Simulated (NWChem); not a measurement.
C$_{2}$H$_{2}$BrF; SMILES C=C(F)Br

Computed with NWChem. Pople sets run with spherical d functions. Structure relaxed at the PBE0/def2-SVP level. Level: PBE0/6-31G* with COSMO at NWChem's default radii, gas-phase geometry; the question gives the dielectric constant.

### Question
Predict the results for dielectric constant 20.7. Quantities: electrostatic solvation energy (kcal/mol); dipole in solution (D).

### Answer
| Quantity | Value |
|---|---|
| electrostatic solvation energy (kcal/mol) | -1.8 |
| dipole in solution (D) | 1.59 |
